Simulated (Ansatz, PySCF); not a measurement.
This Ansatz (an electronic-structure program) input computes a CCSD(T)/cc-pVDZ energy:

Ansatz 0.2 input:
```yaml
crystal:
  periodic: [false, false, false]
  atoms:
    - {symbol: B, position_ang: [-0.33798655, 0.09072788, -0.26029403]}
    - {symbol: F, position_ang: [0.16984528, 1.06678607, 0.49152463]}
    - {symbol: H, position_ang: [-1.29656343, 0.31832136, -0.94508974]}
    - {symbol: N, position_ang: [0.12028459, -1.22942007, -0.18464519]}
    - {symbol: H, position_ang: [0.61589645, -1.76709498, -0.88464550]}
basis:
  gaussian:
    orbitals: cc-pVDZ
magnetization: {spin_polarized: true, initial_magnetization: 1}
correlation: {method: ccsd_t, electrons: outside_noble_gas}
```

Write an input for the same energy in PySCF and say what it gives.


```python
from pyscf import gto, scf, mp, cc as ccmod

mol = gto.M(
    atom='''
    B    -0.33798655    0.09072788   -0.26029403
    F     0.16984528    1.06678607    0.49152463
    H    -1.29656343    0.31832136   -0.94508974
    N     0.12028459   -1.22942007   -0.18464519
    H     0.61589645   -1.76709498   -0.88464550
    ''',
    basis='cc-pvdz',
    charge=0,
    spin=1,
    verbose=4,
)

mf = scf.UHF(mol)
mf.conv_tol = 1e-10
mf.max_cycle = 100
mf.kernel()
mo, _, stable, _ = mf.stability(return_status=True)
if not stable:
    mf.kernel(mf.make_rdm1(mo, mf.mo_occ))
mp2 = mp.MP2(mf, frozen=3).run()
cc = ccmod.CCSD(mf, frozen=3)
cc.max_cycle = 100
cc.kernel()
et = cc.ccsd_t()
print(f'E(CCSD(T)) = {cc.e_tot + et:.9f}')
```
It gives -180.21562 Eh, and Ansatz -180.21562 Eh, a difference of 0.00 mEh.

It need not be the lowest isomer of its formula.
